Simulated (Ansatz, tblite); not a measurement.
Removing an electron: cyclo-(H2SiCH2)2 (C2H8Si2). Total charge 0; singlet. Geometry: PBE-D4/def2-SVP. Ansatz, gas phase; energy differences of separate SCF runs; the oxidised species was run as a doublet alone.

```xyz
12

Si   -0.6561    0.3626   -1.1012
H    -0.1360    1.2954   -2.1646
H    -2.0396   -0.0911   -1.4904
C    -0.5435    1.0738    0.6773
Si    0.6572   -0.3617    1.1008
H     0.1415   -1.2940    2.1668
H     2.0410    0.0948    1.4857
C     0.5421   -1.0749   -0.6768
H    -1.4961    1.0702    1.2443
H    -0.1051    2.0894    0.7499
H     1.4941   -1.0752   -1.2447
H     0.1005   -2.0892   -0.7471
```

The xTB rows come from tblite.

Problem. Estimate orbital energies and vertical ionisation energies at: GFN1-xTB; GFN2-xTB; PBE-D4/def2-TZVP; r2SCAN-D4/def2-TZVP; PBE0-D4/def2-TZVP.

Solution. 
```json
{"level": "GFN1-xTB", "−HOMO (eV)": "11.34", "vertical IE (eV)": "13.95", "−LUMO (eV)": "5.63", "HOMO–LUMO gap (eV)": "5.71"}
{"level": "GFN2-xTB", "−HOMO (eV)": "10.13", "vertical IE (eV)": "12.87", "−LUMO (eV)": "5.45", "HOMO–LUMO gap (eV)": "4.69"}
{"level": "PBE-D4/def2-TZVP", "−HOMO (eV)": "6.49", "vertical IE (eV)": "9.28", "−LUMO (eV)": "0.87", "HOMO–LUMO gap (eV)": "5.62"}
{"level": "r2SCAN-D4/def2-TZVP", "−HOMO (eV)": "6.72", "vertical IE (eV)": "9.37", "−LUMO (eV)": "0.49", "HOMO–LUMO gap (eV)": "6.23"}
{"level": "PBE0-D4/def2-TZVP", "−HOMO (eV)": "7.65", "vertical IE (eV)": "9.56", "−LUMO (eV)": "0.07", "HOMO–LUMO gap (eV)": "7.59"}
```

Relaxing the oxidised species (PBE-D4/def2-SVP) changes its energy by -0.34 eV at PBE-D4/def2-TZVP, so the adiabatic ionisation energy to this nearest minimum is 8.94 eV. At PBE0-D4/def2-TZVP it is 9.20 eV.   Raw xTB energy differences between charge states are shifted by several eV; the methods need an empirical correction for them.
